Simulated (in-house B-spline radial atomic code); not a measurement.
Configurations of Nb3+, with energies counted from [Kr] 4d2. Method: scalar-relativistic (X2C) LC-wPBE, spin-polarised, spherical fractional occupations, exact exchange averaged over the configuration, Fermi nucleus of rms radius 4.324 fm. Calculated with a radial B-spline atomic code at the basis-set limit. Shells without spins written out take the highest spin.

Occupations are held fixed; configurations that lie above the ionisation limit could autoionise.

```
            configuration  E - E(ref) (eV)  highest orbital  its <r> (bohr)
             [Kr] 4d1 5f1           27.696            5f up           6.698
[Ar] 3d10 4s2 4p5 4d2 5p1           45.544            5p up           3.079
     [Ar] 3d9 4s2 4p6 4d3           204.27            4d up           1.592
 [Ar] 3d9 4s2 4p6 4d2 5s1           212.61            5s up           2.647
```

(1) Order these further configurations by energy, lowest first.
A. [Ar] 3d9 4s2 4p6 4d2 5p1
B. [Kr] 4d1 5p1
C. [Ar] 3d10 4s2 4p5 4d2 5s1
D. [Kr] 4d1 5s1
E. [Kr] 4d1 4f1

## Answers

(1) D (6.3226 eV), B (12.355 eV), E (22.523 eV), C (39.329 eV), A (218.88 eV).
